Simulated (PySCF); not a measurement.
C6H14N2Si.
Cartesian coordinates in Å at the GFN2-xTB level; atoms count from 1:
```xyz
23
C6H14N2Si angstrom
Si     3.7334   -0.7324    0.0793
N      2.9316    0.2700   -1.0889
N      1.6240    0.5738   -1.2328
C      0.7561    0.1197   -0.4355
C     -0.6817    0.4761   -0.6029
C     -1.5797   -0.7819   -0.6520
C     -2.3659   -0.7789    0.6587
C     -2.5579    0.7061    0.9448
C     -1.1927    1.2979    0.6023
H      3.5202   -0.2178    1.4354
H      5.1299   -0.6298   -0.3289
H      3.2407   -2.1109   -0.0017
H      3.4652    0.7268   -1.8141
H      1.0098   -0.5355    0.4044
H     -0.7748    1.0511   -1.5258
H     -0.9896   -1.6897   -0.7754
H     -2.2655   -0.7115   -1.4965
H     -1.7737   -1.2328    1.4552
H     -3.3076   -1.3208    0.5791
H     -2.8494    0.9051    1.9754
H     -3.3222    1.1148    0.2821
H     -0.5143    1.1667    1.4479
H     -1.2409    2.3609    0.3729
```

Computed at PBE0/pcSseg-1 (PySCF, non-relativistic), with Q(14N) = 0.02044 b: N2, 14N (I = 1): χzz = -5.279 MHz, η = 0.575; N3, 14N (I = 1): χzz = -6.031 MHz, η = 0.094.

Task: Find the zero-field quadrupole resonance frequencies of 14N at N2.

Result: From ν± = (3/4)|χ|(1 ± η/3) and ν0 = |χ|η/2: ν+ 4.718 MHz, ν− 3.201 MHz, ν0 1.517 MHz (silicon-bound nitrogen).

Task: Find the zero-field quadrupole resonance frequencies of 14N at N3.

Result: From ν± = (3/4)|χ|(1 ± η/3) and ν0 = |χ|η/2: ν+ 4.665 MHz, ν− 4.381 MHz, ν0 0.285 MHz (C=N nitrogen).

In a crystal, neighbours and librations shift these lines. Geometry: GFN2-xTB, one conformer, isolated molecule. GFN2-xTB bond lengths can be off by several hundredths of an ångström, more for odd bonds, and the gradients follow them. With a basis this small, the couplings can be 20 % off.
